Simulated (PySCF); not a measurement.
Sn(Me)2(Cl)2 (C₂H₆Cl₂Sn), SMILES [CH3][Sn]([CH3])([Cl])[Cl]. Coordinates come from a B3LYP-D3(BJ)/def2-SVP optimisation. The isomer is the one that the SMILES or the coordinates give; other isomers of the formula were not compared. The def2 effective core potentials stand for the cores of Sn; spin–orbit coupling is left out.

Computed equilibrium geometry at B3LYP-D3(BJ)/def2-SVP (PySCF confirms it by a frequency run) as Cartesian coordinates in Å:
```xyz
11

C      1.7462    -1.4841     0.1945
Sn    -0.0173    -0.2757    -0.0375
C     -1.9124    -1.1515    -0.5536
Cl     0.4694     1.3588    -1.6901
Cl    -0.3267     0.9065     1.9988
H      1.5594    -2.2623     0.9475
H      2.5660    -0.8330     0.5260
H      2.0007    -1.9438    -0.7706
H     -2.6235    -0.3377    -0.7486
H     -2.2676    -1.7661     0.2852
H     -1.7965    -1.7701    -1.4546
```
